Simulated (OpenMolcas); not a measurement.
## Cu VI: effect of the basis set

```
Program             : OpenMolcas 26.06
Method              : SS-RASPT2, IPEA 0.25 Eh, imaginary shift 0.1 Eh (closed shells correlated: 3s)
Active space        : 12 electrons in 8 orbitals (RAS1 3p, at most 2 holes; RAS2 3d)
State averaging     : 2S+1 = 5 even, 5 roots; 2S+1 = 3 even, 45 roots; 2S+1 = 1 even, 44 roots
Spin-orbit coupling : RASSI with atomic mean-field integrals over the reference wave functions, term energies averaged over their components
```

A. ANO-RCC-VTZP [6s5p3d2f1g], DKH2, point nucleus; CASPT2 step roughly 90 core-seconds
B. ANO-R2 [6s4p4d2f1g], X2C, finite nucleus; CASPT2 step about 60 core-seconds
C. ANO-RCC-VQZP [7s6p4d3f2g1h], DKH2, point nucleus; CASPT2 step roughly 110 core-seconds

Energies in cm-1 above 3d6 5D4, the measured ground level; measured values from Sugar and Musgrove, J. Phys. Chem. Ref. Data 19, 527 (1990).

```json
{"Level": "3d6 5D4", "A": "0.0", "B": "0.0", "C": "0.0", "Measured": "0.0"}
{"Level": "3d6 5D3", "A": "1154", "B": "1139", "C": "1136", "Measured": "1196"}
{"Level": "3d6 5D2", "A": "1922", "B": "1899", "C": "1893", "Measured": "1987"}
{"Level": "3d6 5D1", "A": "2410", "B": "2380", "C": "2370", "Measured": "2490"}
{"Level": "3d6 5D0", "A": "2650", "B": "2620", "C": "2610", "Measured": "2733"}
{"Level": "3d6 3P2(1)", "A": "29960", "B": "30200", "C": "29840", "Measured": "29285"}
{"Level": "3d6 3H6", "A": "30770", "B": "30890", "C": "30480", "Measured": "30418"}
{"Level": "3d6 3H5", "A": "31270", "B": "31390", "C": "30970", "Measured": "31009"}
{"Level": "3d6 3H4", "A": "31510", "B": "31640", "C": "31220", "Measured": "31288"}
{"Level": "3d6 3F4(1)", "A": "33250", "B": "33420", "C": "33020", "Measured": "32756"}
{"Level": "3d6 3P1(1)", "A": "33360", "B": "33560", "C": "33190", "Measured": "32685"}
{"Level": "3d6 3F3(1)", "A": "33830", "B": "34010", "C": "33610", "Measured": "33296"}
{"Level": "3d6 3F2(1)", "A": "34340", "B": "34510", "C": "34110", "Measured": "33740"}
{"Level": "3d6 3P0(1)", "A": "34570", "B": "34770", "C": "34400", "Measured": "33868"}
{"Level": "3d6 3G5", "A": "37940", "B": "38080", "C": "37650", "Measured": "37378"}
{"Level": "3d6 3G4", "A": "39010", "B": "39130", "C": "38700", "Measured": "38469"}
{"Level": "3d6 3G3", "A": "39380", "B": "39500", "C": "39070", "Measured": "38907"}
{"Level": "3d6 1I6", "A": "46950", "B": "47150", "C": "46520", "Measured": "46406"}
{"Level": "3d6 3D2", "A": "47600", "B": "47800", "C": "47380", "Measured": "46714"}
{"Level": "3d6 3D1", "A": "47640", "B": "47830", "C": "47410", "Measured": "46848"}
{"Level": "3d6 3D3", "A": "47990", "B": "48180", "C": "47760", "Measured": "47119"}
{"Level": "3d6 1G4(1)", "A": "48520", "B": "48750", "C": "48250", "Measured": "47612"}
{"Level": "3d6 1S0", "A": "54710", "B": "55080", "C": "54500", "Measured": "53787"}
{"Level": "3d6 1D2", "A": "56560", "B": "56830", "C": "56280", "Measured": "54747"}
```

Deviations, from unrounded energies. A percentage is the sum of absolute deviations over the sum of measured energies, with the sign that they share, or ± where signs differ.

```csv
Against measurement,Levels,A,B,C
mean absolute deviation (cm-1),23,570,730,380
fine structure of the ground term (%),4,-3.2,-4.4,-4.7
other terms of the ground configuration (%),19,+1.7,+2.2,±1.1
```

C lies closest to measurement on these levels and B furthest from it. The largest miss of C in the table is 3d6 1D2, by +1500 cm-1. The ranking rests on the paired levels alone, and a cruder setting can come out closer through cancelling errors.

Among A to C the level of the table that moves most is 3d6 1I6, by 630 cm-1 (lowest in C, highest in B). Moves below CASPT2's spread within the term are not significant.

Term energies are means over components that CASPT2 splits; among the terms shown or strongly mixed into the levels shown the widest spread is 260 cm-1 (3d6 1I, A). Active for correlation alone: 3p; no level in the range computed is led by a configuration that opens it, so any true level of that kind is missing. The CASPT2 spread within a term exceeds the gap to the next term for 3d6 3D and 3d6 1G(1), so the order of their levels is uncertain (holds for A; C). Computed and measured levels are paired by configuration, term and J; levels that our copy of the source lacks, or whose pairing is in doubt (as where it misses far off the trend of its configuration), stay unpaired and out of the deviations. Levels of configurations outside the active space are missing. The table leaves out levels that lie high or whose names do not pair safely across all columns.

A number in round brackets counts repeated terms of one configuration in the order of the reference energies.
